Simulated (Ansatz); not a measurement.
This geometry of Cl3H3OSn (8 atoms, charge 0, multiplicity 1) is a first-order saddle point.

Method: Ansatz 0.2.0, RKS PBE/def2-SVP.

```xyz
8
Properties=species:S:1:pos:R:3
Sn 0.152 -0.350 -0.192
Cl 0.847 0.317 2.602
Cl 2.141 0.518 -1.073
H -1.103 0.753 0.178
Cl -0.747 -1.797 -1.855
O 0.707 -1.904 1.071
H 0.149 -2.705 0.981
H 0.795 -1.055 2.140
```

Problem. Which two structures does it join? (They come from a converged band through this point; their orientation in space is the band's.)

Solution. Bonds broken: Sn1–Cl2, O6–H8. Bonds formed: Cl2–H8. Cl3H3OSn becomes Cl2H2OSn + ClH.

Image 0:

```xyz
8
Properties=species:S:1:pos:R:3
Sn 0.085 0.013 0.057
Cl -0.078 0.302 2.444
Cl 2.203 0.393 -0.919
H -0.872 1.346 -0.491
Cl -1.191 -1.839 -0.808
O 1.220 -1.971 0.975
H 0.573 -2.647 0.672
H 1.002 -1.819 1.923
```

Image 6:

```xyz
8
Properties=species:S:1:pos:R:3
Sn 0.006 -0.478 -0.334
Cl 0.913 0.318 2.945
Cl 2.111 0.261 -1.079
H -1.057 0.729 0.236
Cl -0.926 -1.672 -2.145
O 0.288 -1.888 1.095
H 0.857 -2.618 0.776
H 0.750 -0.876 2.358
```

Problem. How far does it lie above each of them?

Solution. 0.75 eV above the first and 0.07 eV above the second. This is the barrier of this one path; another mechanism may lie lower. The orbitals stay closed-shell, which can raise the energy where a bond breaks towards radicals; this wasn't checked here.

Time of the run: 87 s on 4 threads of Arm Neoverse V2, on a shared host, peak memory 0.16 GiB.
